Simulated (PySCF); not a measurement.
PySCF job for Al(Cl)(NCO)(OH) (CHAlClNO₂), SMILES O=C=[N][Al]([OH])[Cl], PBE0-D3(BJ)/def2-SVP. The structure is a stationary point at PBE0-D3(BJ)/def2-SVP. One conformer was computed; it need not be the lowest.

```python
import numpy as np
from pyscf import gto, scf, dft, df
from pyscf.hessian import thermo

mol = gto.M(
    atom='''
    Al   -0.41578593   -0.56700657   -0.00000000
    Cl    1.18155957   -1.89725667   -0.00000000
    N    -0.10404686    1.16873390    0.00000000
    C     0.17936537    2.33627900   -0.00000000
    O     0.44490916    3.47224791   -0.00000000
    O    -1.97396239   -1.20477296    0.00000000
    H    -2.79673385   -0.71416218   -0.00000001
    ''',
    basis='def2-SVP',
    charge=0,
    spin=0,
    max_memory=1600,
    verbose=3,
)
mf = dft.RKS(mol, xc='pbe0').density_fit(auxbasis='def2-universal-jkfit')
mf.disp = 'd3bj'
mf.grids.level = 3
mf.conv_tol = 1e-11
mf.max_cycle = 100
mf.kernel()

# analytic Hessian; the response equations are solved on a coarser grid
h, args, fine = mf.Hessian(), (mf.mo_energy, mf.mo_coeff, mf.mo_occ), mf.grids
h.max_memory = max(150, 2.5e-5 * df.make_auxmol(mol, mf.with_df.auxbasis).nao * mol.nelec[0] * (mol.nelec[0] + mol.nao))  # MB; small integral blocks
h1ao = h.make_h1(mf.mo_coeff, mf.mo_occ)
mf.grids = dft.Grids(mol).set(level=1).build(with_non0tab=True)
mo1, mo_e1 = h.solve_mo1(*args, h1ao)
mf.grids = fine
hess = h.hess_elec(*args, mo1, mo_e1, h1ao) + h.hess_nuc()
if mf.do_disp():
    hess += h.get_dispersion()
for i in range(mol.natm):  # the analytic DFT Hessian lacks the response of the grid: restore translational invariance
    hess[i, i] -= hess[i].sum(axis=0)
hess = (hess + hess.transpose(1, 0, 3, 2)) / 2
vib = thermo.harmonic_analysis(mol, hess, imaginary_freq=False)
thermo.dump_normal_mode(mol, vib)
th = thermo.thermo(mf, vib['freq_au'][vib['freq_au'] > 0], 298.15, 101325)
thermo.dump_thermo(mol, th)
g0 = mf.nuc_grad_method().set(verbose=0).kernel()

# dipole derivatives [dipole axis, atom, xyz] from the same response
r, irp = mol.intor('int1e_r'), mol.intor('int1e_irp').reshape(3, 3, mol.nao, mol.nao)
sl, dm0, ok = mol.aoslice_by_atom(), np.array(mf.make_rdm1()), []
dmu = np.einsum('a,xt->xat', mol.atom_charges(), np.eye(3))
for a, (_, _, p0, p1) in enumerate(sl):
    dmu[:, a] += 2 * np.einsum('xtij,ij->xt', irp[:, :, :, p0:p1], dm0.reshape(-1, mol.nao, mol.nao).sum(0)[:, p0:p1])
    for u, c, occ, f in [(mo1, mf.mo_coeff, mf.mo_occ, 4)]:
        dmu[:, a] -= f * np.einsum('tui,xuv,vi->xt', u[a], r, c[:, occ > 0], optimize=True)
L = vib['norm_mode']
ir = 974.8801 * (np.einsum('xat,kat->kx', dmu, L) ** 2).sum(1)       # km/mol
apt = np.einsum('xax->a', dmu) / 3
print('mode   freq/cm-1   IR/(km/mol)')
for k, w in enumerate(vib['freq_wavenumber']):
    print(f'{k + 1:4d} {w:11.2f} {ir[k]:13.3f}')
print('max |gradient| / (hartree/bohr):', abs(g0).max())
print('APT charges:', apt.round(4))
```

It prints:

```
converged SCF energy = -945.797585602828

WARN: DFTD3 does not support analytical Hessian, using finite difference


WARN: Mole.unit (angstrom) is changed to Bohr

Mode                                 0                   1                   2
Irrep
Freq [cm^-1]                       56.7492             89.6456            185.7642
Reduced mass [au]                  14.2033             14.5206              9.4039
Force const [Dyne/A]                0.0269              0.0688              0.1912
Char temp [K]                      81.6495            128.9801            267.2734
Normal mode                   x     y     z       x     y     z       x     y     z
       0  Al                -0.05 -0.01  0.00    0.00  0.00  0.05    0.03  0.05 -0.00
       1  Cl                 0.02  0.08 -0.00   -0.00 -0.00 -0.03   -0.05 -0.06 -0.00
       2   N                -0.12  0.00  0.00    0.00 -0.00  0.20   -0.07  0.08  0.00
       3   C                 0.02 -0.03  0.00   -0.00  0.00  0.03   -0.02  0.07  0.00
       4   O                 0.14 -0.06 -0.00   -0.00  0.00 -0.12    0.03  0.05 -0.00
       5   O                -0.02 -0.08 -0.00    0.00  0.00 -0.08    0.10 -0.11 -0.00
       6   H                -0.04 -0.12 -0.00    0.00  0.00 -0.06    0.03 -0.23  0.00
Mode                                 3                   4                   5
Irrep
Freq [cm^-1]                      227.8933            260.7325            340.3599
Reduced mass [au]                   6.4588              7.6769              1.1959
Force const [Dyne/A]                0.1976              0.3075              0.0816
Char temp [K]                     327.8878            375.1360            489.7022
Normal mode                   x     y     z       x     y     z       x     y     z
       0  Al                -0.05  0.01  0.00   -0.00 -0.00 -0.15    0.00  0.00 -0.03
       1  Cl                -0.04  0.05 -0.00    0.00  0.00  0.03    0.00 -0.00 -0.00
       2   N                 0.17 -0.03 -0.00    0.00 -0.00  0.10   -0.00  0.00  0.03
       3   C                 0.07 -0.00  0.00    0.00 -0.00  0.04   -0.00  0.00  0.02
       4   O                -0.03  0.02  0.00    0.00 -0.00 -0.02    0.00  0.00 -0.01
       5   O                 0.01 -0.11  0.00    0.00 -0.00  0.07   -0.00  0.00  0.09
       6   H                -0.11 -0.30 -0.00   -0.00  0.00  0.30    0.00 -0.00 -0.91
Mode                                 6                   7                   8
Irrep
Freq [cm^-1]                      455.6927            524.3228            638.6385
Reduced mass [au]                  16.7939              1.3539             12.9100
Force const [Dyne/A]                2.0547              0.2193              3.1023
Char temp [K]                     655.6403            754.3838            918.8586
Normal mode                   x     y     z       x     y     z       x     y     z
       0  Al                 0.07  0.02 -0.00   -0.02  0.02  0.00    0.01 -0.03  0.00
       1  Cl                -0.08  0.06 -0.00    0.02 -0.02 -0.00   -0.01  0.01  0.00
       2   N                -0.02 -0.06 -0.00   -0.01 -0.01 -0.00    0.09 -0.02 -0.00
       3   C                -0.02 -0.08  0.00   -0.02 -0.02 -0.00   -0.23  0.07  0.00
       4   O                -0.02 -0.09 -0.00   -0.00 -0.03  0.00    0.09 -0.01 -0.00
       5   O                 0.10  0.04  0.00    0.03  0.10 -0.00   -0.00  0.00 -0.00
       6   H                 0.10  0.03 -0.00   -0.44 -0.73  0.00   -0.01 -0.01  0.00
Mode                                 9                  10                  11
Irrep
Freq [cm^-1]                      649.0653            669.5679            930.8851
Reduced mass [au]                  12.6895             11.6953              8.6468
Force const [Dyne/A]                3.1497              3.0892              4.4146
Char temp [K]                     933.8604            963.3591           1339.3364
Normal mode                   x     y     z       x     y     z       x     y     z
       0  Al                 0.00 -0.00 -0.00   -0.04  0.15 -0.00   -0.12 -0.04 -0.00
       1  Cl                -0.00  0.00  0.00    0.04 -0.04  0.00    0.01 -0.01 -0.00
       2   N                 0.00  0.00  0.10    0.03 -0.04  0.00    0.00 -0.00  0.00
       3   C                -0.00  0.00 -0.24   -0.05 -0.05 -0.00    0.00  0.01  0.00
       4   O                 0.00  0.00  0.09   -0.00 -0.08  0.00    0.00  0.02 -0.00
       5   O                -0.00  0.00  0.00   -0.00 -0.03  0.00    0.16  0.05  0.00
       6   H                 0.00 -0.00 -0.01    0.11  0.18 -0.00    0.22  0.14 -0.00
Mode                                12                  13                  14
Irrep
Freq [cm^-1]                     1533.0690           2465.7083           3993.7821
Reduced mass [au]                  14.8436             12.7169              1.0683
Force const [Dyne/A]               20.5548             45.5529             10.0396
Char temp [K]                    2205.7449           3547.6053           5746.1632
Normal mode                   x     y     z       x     y     z       x     y     z
       0  Al                 0.01  0.03  0.00    0.00  0.00  0.00    0.00  0.00 -0.00
       1  Cl                 0.00 -0.00 -0.00   -0.00  0.00  0.00    0.00 -0.00 -0.00
       2   N                -0.04 -0.20 -0.00   -0.03 -0.11 -0.00    0.00  0.00 -0.00
       3   C                -0.01 -0.03  0.00    0.06  0.24  0.00   -0.00 -0.00  0.00
       4   O                 0.04  0.15 -0.00   -0.02 -0.09  0.00    0.00  0.00 -0.00
       5   O                -0.00 -0.00 -0.00    0.00  0.00 -0.00   -0.05  0.03 -0.00
       6   H                -0.00 -0.00  0.00    0.00 -0.01  0.00    0.84 -0.48  0.00
temperature 298.1500 [K]
pressure 101325.00 [Pa]
Rotational constants [GHz] 3.95228 1.15483 0.89370
Symmetry number 1
Zero-point energy (ZPE) 0.02967 [Eh]   77888.118 [J/mol]
                           tot       elec      trans        rot        vib
Entropy [J/mol/K]       363.751      0.000    168.604    120.318     74.829
Cv [J/mol/K]             95.110      0.000     12.472     12.472     70.167
Cp [J/mol/K]            103.425      0.000     20.786     12.472     70.167
Internal energy [J/mol]                      3718.434   3718.434  89543.230
Internal energy [Eh]   -945.76065  -945.79759
Enthalpy [J/mol]                             6197.391   3718.434  89543.230
Enthalpy [Eh]          -945.75970
Gibbs free energy [J/mol]                  -44071.981 -32154.294  67232.915
Gibbs free energy [Eh] -945.80101
mode   freq/cm-1   IR/(km/mol)
   1       56.75         1.339
   2       89.65         1.925
   3      185.76         5.086
   4      227.89        34.002
   5      260.73        29.543
   6      340.36       167.921
   7      455.69        16.337
   8      524.32       156.691
   9      638.64        27.857
  10      649.07        38.833
  11      669.57       322.868
  12      930.89       134.099
  13     1533.07        44.222
  14     2465.71      1495.352
  15     3993.78       134.215
max |gradient| / (hartree/bohr): 5.801133367528414e-05
APT charges: [ 1.8894 -0.5446 -1.3089  1.3552 -0.8024 -0.9298  0.3412]
```

The run converged.

Cost: around 60 core-seconds (rough).
